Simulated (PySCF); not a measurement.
NMR data sheet: C6H9NO2Si

* Formula: C6H9NO2Si
* SMILES: O=Cc1coc(CC[SiH3])n1
* Point group of the computed structure: C1
* Degrees of unsaturation: 4
* Carbon signals: 6
* Proton signals: 5

Atom-mapped SMILES (the numbers label the heavy atoms): `[O:1]=[CH:2][c:3]1[cH:4][o:5][c:6]([CH2:7][CH2:8][SiH3:9])[n:10]1`; H(Xn) means a hydrogen on atom n.

[PySCF 2.14.0 with density-fitted response routines: shieldings: GIAO PBE0/pcSseg-1; GFN2-xTB geometry; single conformer; no solvent model; no relativistic terms; equivalent nuclei averaged]

Scale: 1H (σ = 31.72 ppm) and 13C (σ = 186.93 ppm) and 29Si (σ = 349.16 ppm) against TMS; 15N (σ = 267.73 ppm) vs NH3; 17O (σ = 336.08 ppm) against H2O (reference shieldings calculated alike).

```tsv
carbon	δC, type	δH (multiplicity)	HMBC from (2–3 bonds)	span of the C tensor (ppm)
C2	192.1, CH	10.26 (s)	H(C4)	187
C3	147.0, C	–	H(C2), H(C4)	145
C4	149.2, CH	8.38 (s)	H(C2)	156
C6	170.1, C	–	H(C4), H(C7), H(C8)	131
C7	29.8, CH2	3.22 (t)	H(Si9), H(C8)	24
C8	10.2, CH2	1.20 (m)	H(Si9), H(C7)	26
```

Other nuclei:
```tsv
atoms	nucleus	environment	δ (ppm)	σ (ppm)
H(Si9)	1H	hydrogen on a silicon bonded to C	3.50	28.22
Si9	29Si	silicon bonded to C, 3 H	-72.1	421.3
N10	15N	pyridine-type nitrogen of an azole	296.3	-28.6
O1	17O	aldehyde oxygen	671.1	-335.1
O5	17O	aromatic ring oxygen	324.4	11.7
```

- Carbon types of the structure: 2 × C, 2 × CH, 2 × CH2, leaving 3 H on heteroatoms.
- δC 192.1: aldehyde carbonyl carbon; the double bond to the heteroatom, with no lone-pair donor beside it, deshields it most.
- δC 170.1: substituted aromatic carbon next to the ring oxygen.
- δC 149.2: aromatic CH next to the ring oxygen.
- δC 147.0: substituted aromatic carbon next to a ring nitrogen.
- δH 10.26: hydrogen on an aldehyde carbonyl carbon; deshielded by the polar, anisotropic C=O bond.

Shifts are as computed. Against solution values, carbons near 30 ppm lie about +3 ppm off and those near 130 ppm about +5 ppm. Of 1211 compounds with measured shifts, 218 miss one by over three times the rms of a fit or turn the order of signals round; such compounds aren't used in these exercises. Unscaled 17O shifts of doubly bonded oxygen tend to come out too high, by tens of ppm or more. Experimental scales use liquid or dissolved standards, which lie at an offset from isolated NH3 (liquid NH3: subtract about 20 ppm) and H2O (liquid H2O: subtract about 36 ppm). Unscaled 15N shifts of sp2 nitrogen come out 20 to 40 ppm too high even then. Multiplicities follow the n + 1 count of equivalent neighbours, as no J values were calculated; m marks all less simple cases, F and P coupling included.
